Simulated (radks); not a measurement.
Fractional charge and spin in the 4s shell of arsenic: the spin-up occupation runs from 0 to 1 and the spin-down occupation from 0 to 1; the fullest corner is As, [Ar] 3d10 4p(up 1.5, down 1.5) 4s(up 1, down 1). Method: non-relativistic Kohn-Sham, PBE, spin-polarised, spherical densities, point nucleus; computed with a radial shooting solver on a logarithmic mesh with Libxc functionals. Energy (eV) minus the two flat planes that join the four corners (they meet along the diagonal where the two added fractions sum to one electron); zero is where a piecewise linear energy would lie.

down \ up       0    0.25     0.5    0.75       1
0           0.000  -0.969  -1.285  -0.958   0.000
0.25       -0.969  -1.213  -0.818   0.203  -0.861
0.5        -1.285  -0.818   0.271  -0.729  -1.136
0.75       -0.958   0.203  -0.729  -1.072  -0.842
1           0.000  -0.861  -1.136  -0.842   0.000

Corners above the fullest one (they belong to As+ and the next ion): (up 1, down 0) 18.489 eV, (up 0, down 1) 18.489 eV, (up 0, down 0) 47.769 eV. With half an added electron in each spin the energy lies 0.271 eV from the planes, and with half an added electron in spin up alone -1.285 eV. The planes are only a guide here: the flat-plane condition holds for ground states with one frontier orbital, while this shell lies below other occupied shells, so the corners above the fullest one are inner-hole states and not the ground states of those ions.
